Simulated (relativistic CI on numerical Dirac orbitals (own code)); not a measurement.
**Hyperfine structure of Yb XLIV, mass number 171**

Method of calculation: Dirac-Coulomb-Breit CI, KLI orbitals optimised for each configuration, model QED (radiative potential, 1s self-energy scaled to tabulated hydrogen-like ionisation energies), unscaled Slater integrals (own radial code, finite nucleus).

CI space (outside the closed core [Ne]): 3s2 3p6 3d9, 3s2 3p5 3d10, 3s 3p6 3d10, 3s2 3p6 3d8 4s, 3s2 3p6 3d8 4p, 3s2 3p4 3d10 4s, 3s2 3p6 3d8 4d, 3s2 3p4 3d10 4p, 3s2 3p5 3d9 4s, 3s2 3p6 3d8 4f, 3s2 3p4 3d10 4d, 3s 3p5 3d10 4s, 3s2 3p5 3d9 4p, 3s 3p5 3d10 4p, 3s2 3p6 3d7 4s2, 3s2 3p5 3d9 4d. Levels of other configurations are missing.

Nuclear spin I = 1/2, μ = 0.4923 μN (tables of Stone and Pyykkö). The electronic factors are computed for point nuclear moments, without core polarisation or the Bohr-Weisskopf and QED corrections.

| Level | E (10³ cm⁻¹) | A (GHz) |
| --- | --- | --- |
| 3s2 3p6 3d9 2D_5/2 | 0.0 | 30.38 |
| 3s2 3p6 3d9 2D_3/2 | 409.7 | 76.95 |
| 3s2 3p5 3d10 2P°_3/2 | 3268.5 | 148.8 |
| 3s2 3p5 3d10 2P°_1/2 | 5161.3 | 1234 |
| 3s 3p6 3d10 2S_1/2 | 6923.9 | 3906 |
| 3s2 3p6 3d8 4s 4F_9/2 | 11128.2 | 176.6 |
| 3s2 3p6 3d8 4s 2F_7/2 | 11151.2 | -115.2 |
| 3s2 3p6 3d8 4s 2D_3/2 | 11213.0 | -230.6 |

Levels with J = 0, under 50 % of one LS term, or S terms without an open s electron are left out. Small factors come from cancelling terms and can be off by tens of per cent or more.

At this charge energies of transitions that change n are usually good to better than 1 %, and those within a shell (Δn = 0) to a few per cent.

**Question.** Give the hyperfine levels of 3s2 3p6 3d9 2D_5/2 relative to its centre of gravity.

**Answer.** With K = F(F + 1) − I(I + 1) − J(J + 1), E = AK/2: F = 2: -53.16, F = 3: 37.97 GHz.

LS names give the leading component of a level, which can be under half, so a name can repeat, a term be missing and a line seem to break the LS rules.
